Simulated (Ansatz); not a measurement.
The cluster W₃O₉⁻ was relaxed with PBE-D4 (def2-SVP) in Ansatz in these states: charge -1 doublet, charge -1 quartet. The geometries follow in no particular order.

In the def2 sets W takes a core potential; there is no spin–orbit coupling.

A:

```xyz
12

W     1.3320   -0.4444   -0.7602
W     0.0789    2.1379   -0.6664
W    -1.3426    0.1562    0.8500
O     3.2453   -0.5475   -0.4584
O    -0.0439   -1.1910    0.3713
O    -1.0266    0.4509    2.5181
O    -1.5871    2.0219    0.1366
O    -2.6208   -1.3112    0.6988
O     2.5116   -1.6486    0.2238
O     1.0015   -1.1281   -2.3070
O    -3.2644    0.0289    0.6200
O     1.7162    1.4750   -1.2268
```

B:

Cartesian coordinates in Å:
```
W 0.323 -0.352 -1.479
W -0.562 2.305 -0.374
W -0.237 0.000 1.536
O 1.732 -0.410 -2.818
O 0.318 -1.303 0.212
O 1.253 0.582 2.181
O -1.246 1.741 1.247
O -0.866 -1.540 2.545
O 1.649 -1.667 -2.025
O -1.218 -0.726 -2.157
O -1.563 -0.282 2.930
O 0.417 1.652 -1.799
```

Problem. Judge from the bond lengths which geometry belongs to which state (an estimate).

Solution. A is the charge -1 doublet (W2–W3 2.872 Å, W1–W2 2.872 Å, W1–W3 3.179 Å); B is the charge -1 quartet (W2–W3 3.012 Å, W1–W2 3.011 Å, W1–W3 3.087 Å).

At PBE0-D4/def2-SVP a doublet lies 0.10 eV below the charge -1 quartet. These are the stationary points nearest to one start from a short search; other shapes may lie lower in each state.
